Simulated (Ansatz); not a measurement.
CH4AlCl2N, SMILES `C[NH][Al]([Cl])[Cl]`. Total charge 0; spin multiplicity 1.

```xyz
9

C    -0.051   -1.332   -0.095
N     0.561   -0.019   -0.152
Al   -0.166    1.538    0.170
Cl   -2.172    1.658    0.721
Cl    0.978    3.271    0.002
H    -1.100   -1.241    0.191
H     0.434   -1.979    0.643
H    -0.019   -1.841   -1.064
H     1.534   -0.055   -0.416
```

(1) List the harmonic frequencies (cm⁻¹, unscaled) at PBE0-D4/def2-TZVP in Ansatz. (Best estimate.)

(2) Is this a minimum?

(3) Give the ideal-gas thermochemistry at 298.15 K and 1 bar (rigid rotor, harmonic oscillator; point group Cs, symmetry number 1).

## Answers

(1) The calculation gave: 105, 115, 144, 153, 227, 296, 429, 516, 616, 781, 1087, 1143, 1159, 1399, 1461, 1489, 1515, 3020, 3070, 3120, 3610.

(2) Yes, all 21 modes are real.

(3) Zero-point energy 152.3 kJ/mol; H(298) − E = 174.0 kJ/mol; entropy 363.0 J/(mol·K), of which translation 169.4, rotation 119.8, vibration 73.8; G(298) − E = 65.7 kJ/mol.
